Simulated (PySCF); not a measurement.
## Energy of Sc⁺ (scandium, charge +1) between two integer charges

The 4s alpha orbital of [Ar] 3d1 4s1 is emptied in steps (occupation f), with all orbitals relaxed, ending at [Ar] 3d1. Computed with PySCF 2.14 in def2-TZVPPD (6s6p4d2f1g, 67 functions), with no relativity, point nucleus. The exact energy is a straight line in f; departures are measured from the line between the end points of the same method.

```tsv
f	UHF (eV)
1	0.000
0.75	0.013
0.5	0.016
0.25	0.012
0	0.000
```

```json
{"method": "UHF", "E(f=0) − E(f=1) (eV)": "12.160", "−ε at f=1 (eV)": "12.230", "−ε at f=0.5 (eV)": "12.158"}
```

Orbital energy along the path (eV):

```tsv
f	UHF
1	-12.230
0.75	-12.192
0.5	-12.158
0.25	-12.127
0	-12.098
```

Reference removal energy between the ground levels: 12.800 eV (measured; NIST Atomic Spectra Database, ionization energies). The calculation has no spin-orbit coupling. UHF lacks correlation.
